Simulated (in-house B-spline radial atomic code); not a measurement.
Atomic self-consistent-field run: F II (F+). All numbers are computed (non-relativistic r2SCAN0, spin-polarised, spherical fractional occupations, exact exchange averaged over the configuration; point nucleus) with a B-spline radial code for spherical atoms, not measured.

Command:
```bash
python run_scf.py task.json out
```
Settings:
```
Z                9
configuration    [He] 2s2 2p4
hamiltonian      nr
method           r2scan0
spin_polarised   True
exact_exchange   averaged over the configuration
```

Output (hartree, bohr):
```
 radial grid: 43 intervals, B-splines of order 8, outer radius 23.5294 bohr

 iter        energy (Eh)    residual
    1         -99.057642    1.99e-02
    2         -99.059605    1.42e-03
    3         -99.059623    7.46e-04
    4         -99.059629    4.27e-04
    5         -99.059632    8.29e-05
    6         -99.059632    1.90e-05
    7         -99.059632    4.80e-06
    8         -99.059632    9.67e-08

 total energy                       -99.05963
 kinetic                              98.8435
 electron-nucleus                   -232.0363
 Hartree                              43.8673
 exact exchange                       -2.2914
 exchange-correlation                 -7.4427

 orbital      occ     eigenvalue          <r>       <r^2>       <1/r>       r_max
 1s up      1.000       -25.8290      0.17649   0.0420502     8.61144      0.1147
 1s down    1.000       -25.7447     0.175804   0.0416591     8.63322      0.1146
 2s up      1.000        -2.0104     0.948864     1.08058     1.53385      0.7477
 2s down    1.000        -1.7766     0.978006     1.15308     1.48157      0.7602
 2p up      3.000        -1.2331     0.958616     1.16912     1.39472      0.6785
 2p down    1.000        -1.0418      1.01302     1.32009     1.33757      0.7004
```

Time taken, with all properties: 0.36 s on 1 thread of Intel(R) Xeon(R) Platinum 8375C CPU @ 2.90GHz, on a shared host.
